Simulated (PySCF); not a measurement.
H₅NOSiTe, SMILES N[Te]O[SiH3]. Atoms are numbered in the order given.

```xyz
9

Te    -0.6012     0.0467     0.5869
N     -0.6596     1.9729     0.0011
H      0.0258     2.5804     0.4467
H     -0.6809     2.1216    -1.0061
O      1.2289    -0.5557    -0.0586
Si     1.5505    -0.9500    -1.6489
H      0.7674    -2.1400    -2.1000
H      3.0065    -1.2463    -1.7507
H      1.2224     0.1889    -2.5643
```
Charge 0, spin multiplicity 1.

Coordinates come from a B3LYP-D3(BJ)/def2-SVP optimisation. The def2 effective core potentials stand for the cores of Te; spin–orbit coupling is left out. Other conformers were not sampled.

Level of theory: PBE/def2-TZVP (PySCF).

Computed frontier levels, gap, dipole moment and polarisability:
highest occupied level: -5.15 eV
lowest empty level: -2.47 eV
orbital gap: 2.68 eV
dipole moment: 1.41 D
quadrupole, principal values (traceless, Buckingham form, about the centre of nuclear charge): -5.41, -1.77, 7.19 D·Å
mean static polarisability: 76.4 bohr³ (11.33 Å³)
polarisability, principal values: 60.4, 73.7, 95.1 bohr³
